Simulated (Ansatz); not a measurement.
A made-up structure of B₂H₃Br, singlet:

```xyz
6
angstrom
B -0.2506 0.0152 -0.8451
B 0.1721 -0.3014 0.7128
Br 0.6762 1.2808 1.6748
H 1.0997 2.2140 2.7838
H 0.5639 0.0322 -1.7235
H 0.2147 -1.3237 1.3240
```

It is relaxed with PBE-D4/def2-SVP and then PBE0-D4/def2-TZVP (Ansatz 0.2.0). Atoms count as bonded within 1.22 times the sum of their covalent radii (H–H: 0.88 Å). The end point is not checked to be a true minimum.

Does its bonding change? (Judge from chemistry; the calculation decides.)

By the calculation: Yes. Formed: B1–Br3; broken: none.

Where it ends: The first stage lowers the energy by 2.06 eV in 11 steps. It ends as B₂H₃Br ([BH]1[BH][BrH]1):
| atom | x (Å) | y (Å) | z (Å) |
| --- | --- | --- | --- |
| B1 | 0.2246 | 0.1485 | -0.4188 |
| B2 | 0.1201 | -0.7279 | 0.7981 |
| Br3 | 1.3043 | 1.0593 | 1.2714 |
| H4 | 0.5327 | 2.1265 | 1.9812 |
| H5 | 0.2836 | 0.7845 | -1.4100 |
| H6 | 0.0108 | -1.4737 | 1.7049 |

Labels in which every atom is bracketed show which atoms are joined, not bond orders.

For scale, one of the runs: PBE0-D4/def2-TZVP relaxation, 128 basis functions, launched by `ansatz run in.yaml --threads 2 --pin off --events-out ev --progress --plain --max-ram 4352MiB`. Hardware: 2 CPU threads of an Intel Xeon Platinum 8259CL, shared host. Wall time about 25 s.
